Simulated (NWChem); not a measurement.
Molecule: 1,1-difluoroethane (C$_{2}$H$_{4}$F$_{2}$); SMILES CC(F)F

All runs: NWChem. Pople sets run with spherical d functions. Each level has its own optimisation; frequencies are unscaled. Brackets give each atom's bonded neighbours.

| level | r C–C (Å) | r C–H [C(CHHH)–H(C)] (Å) | r C–F (Å) | r C–H [C(CFFH)–H(C)] (Å) | highest harmonic frequency (cm⁻¹) | lowest (cm⁻¹) | zero-point energy (kcal/mol) | dipole (D) |
|---|---|---|---|---|---|---|---|---|
| Hartree-Fock/STO-3G | 1.555 | 1.085 | 1.380 | 1.111 | 3765 | 184 | 44.4 | 1.49 |
| Hartree-Fock/3-21G | 1.501 | 1.081 | 1.378 | 1.073 | 3336 | 257 | 41.1 | 2.64 |
| Hartree-Fock/6-31G* | 1.502 | 1.083 | 1.346 | 1.079 | 3326 | 257 | 41.1 | 2.23 |
| B3LYP/6-31G* | 1.509 | 1.094 | 1.370 | 1.096 | 3155 | 253 | 38.3 | 1.95 |
| LDA (Slater exchange, VWN5)/def2-SVP | 1.492 | 1.109 | 1.351 | 1.120 | 3102 | 247 | 36.9 | 1.91 |
| PBE/def2-SVP | 1.510 | 1.107 | 1.371 | 1.116 | 3098 | 244 | 36.8 | 1.93 |
| BLYP/def2-SVP | 1.518 | 1.107 | 1.380 | 1.115 | 3066 | 243 | 36.7 | 1.95 |
| PBE0/def2-SVP | 1.500 | 1.099 | 1.354 | 1.105 | 3192 | 247 | 38.2 | 2.07 |
